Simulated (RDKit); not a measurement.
Input for RDKit: UFF on FHO2S (a complex), monomers drawn apart or pushed together.

```python
from rdkit import Chem
from rdkit.Chem import AllChem, rdDetermineBonds

blocks = [
'''2

F     0.35084368    0.50696988   -0.65679428
H     0.08404084    0.72411377    0.21057448
''',
'''3

O    -0.46731925    0.50618771    2.71969571
S    -0.32566650   -0.72690850    3.46203569
O    -0.66641710   -0.71144852    4.85477638
''',
]
mol = None
for b in blocks:
    f = Chem.MolFromXYZBlock(b)
    rdDetermineBonds.DetermineBonds(f, charge=0)
    mol = f if mol is None else Chem.CombineMols(mol, f)
Chem.SanitizeMol(mol)
print(Chem.MolToSmiles(Chem.RemoveHs(mol)))
ff = AllChem.UFFGetMoleculeForceField(mol, vdwThresh=100.0, ignoreInterfragInteractions=False)
e = ff.CalcEnergy()
print(f'UFF energy {e:.6f} kcal/mol')
```

It printed:

```
F.O=[S+][O-]
UFF energy 13.221420 kcal/mol
```

The run finished.

Cost: very roughly 0.020 core-seconds.
